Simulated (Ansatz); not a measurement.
Total energies of BBr3 (`BrB(Br)Br`).

```xyz
4

Br   -1.0791   -0.3385   -1.5221
B     0.0001    0.0000    0.0000
Br    1.8422   -0.4495   -0.0247
Br   -0.7631    0.7881    1.5468
```

Charge 0, multiplicity 1. Correlated methods include outer-core shells of Br, which these sets cover unevenly. Scalar relativity is left out up to krypton. The geometry is a stationary point of PBE0-D4/def2-TZVP. Basis def2-TZVPP, Ansatz 0.2.0.

RPA on PBE orbitals: Hartree–Fock energy of these orbitals -7741.98673 Eh, correlation -1.36691 Eh (frozen core).

```
functional  energy without D4 (Eh)  D4 term (kJ/mol)
       PBE             -7746.23205             -16.4
   r2SCAN0             -7747.36566              -4.2
```

Give the same for LDA (SPW92), revPBE, BLYP, r2SCAN, B97M-V, PBE0, B3LYP, r2SCANh, HSE06 (plane-wave form), BHLYP, CAM-B3LYP, LC-ωPBE, ωB97X-V, ωB97M-V, B2PLYP, PBE-QIDH. (An estimate is asked.)

Computed: 
```
             functional  energy without D4 (Eh)  D4 term (kJ/mol)
            LDA (SPW92)             -7736.48860                 –
                 revPBE             -7746.75768             -39.1
                   BLYP             -7747.49044             -35.5
                 r2SCAN             -7747.37096              -3.3
                 B97M-V             -7746.05427                 –
                   PBE0             -7746.50336             -14.0
                  B3LYP             -7747.51098             -27.7
                r2SCANh             -7747.36829              -3.7
HSE06 (plane-wave form)             -7746.51539             -13.4
                  BHLYP             -7747.38829             -25.9
              CAM-B3LYP             -7747.78401             -14.8
                LC-ωPBE             -7746.33590                 –
                ωB97X-V             -7746.71557                 –
                ωB97M-V             -7746.99244                 –
                 B2PLYP             -7746.25663                 –
               PBE-QIDH             -7745.57444                 –
```

B3LYP takes the VWN-RPA correlation (the form of Gaussian; ORCA's B3LYP/G). HSE06 is the plane-wave form, built on full-range PBE exchange. The double hybrids freeze the cores in their second-order part.

LC-ωPBE has ω = 0.4 bohr⁻¹.
